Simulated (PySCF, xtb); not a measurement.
C₂H₃F₃Si₂, SMILES F[Si](F)(F)C#C[SiH3].

GFN2-xTB (xtb) at its own geometry gives an orbital gap of 4.83 eV and a dipole moment of 4.09 D.

Geometry optimised at PBE0-D3(BJ)/def2-SVP. This is a generated structure with no PubChem entry under its InChIKey; it may be hypothetical.

What does r2SCAN/def2-TZVP run with PySCF give? (Estimate from the structure and the level; the computed values follow.)

gap 5.89 eV (levels -8.07 and -2.18 eV), dipole 2.81 D.
